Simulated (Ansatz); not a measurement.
Breaking a bond in AlClF2 (SMILES [F][Al]([F])[Cl])

AlClF2 has 4 atoms, charge 0, and is taken as a singlet. SMILES: `[F][Al]([F])[Cl]`. The coordinates come from a PBE0-D4/def2-TZVP relaxation.

| atom | x (Å) | y (Å) | z (Å) |
| --- | --- | --- | --- |
| F | 0.9972 | 0.7218 | 1.1496 |
| Al | 0.0693 | -0.0508 | 0.0536 |
| F | 0.2735 | -1.6538 | -0.1647 |
| Cl | -1.3400 | 0.9828 | -1.0386 |

The Al2–Cl4 distance is scanned; the parts on either side stay rigid. Basis STO-3G, 12 core orbitals frozen in the correlated methods; program Ansatz 0.2.0. FCI is exact within this basis and core. Energies in eV from each method's value at 2.061 Å; methods without a U are spin-restricted. The shape above is that at 2.061 Å.

```csv
distance (Å),PBE,revPBE,B3LYP,CAM-B3LYP,HSE06,CCSD(T),FCI
2.061,0.00,0.00,0.00,0.00,0.00,0.00,0.00
2.576,1.26,1.20,1.37,1.54,1.48,1.57,1.56
3.091,3.10,3.00,3.36,3.72,3.56,3.81,3.80
4.122,5.02,4.88,5.51,6.18,5.76,5.48,5.75
5.152,5.48,5.33,6.06,6.92,6.33,4.69,5.81
```

Departure from the FCI curve at its largest: PBE -0.73 eV at 4.12 Å; revPBE -0.87 eV at 4.12 Å; B3LYP -0.45 eV at 3.09 Å; CAM-B3LYP +1.11 eV at 5.15 Å; HSE06 +0.52 eV at 5.15 Å; CCSD(T) -1.12 eV at 5.15 Å. The curve of CCSD(T) turns over, which the reference doesn't. Functionals converge differently with the basis, so for them the departure isn't an error alone.
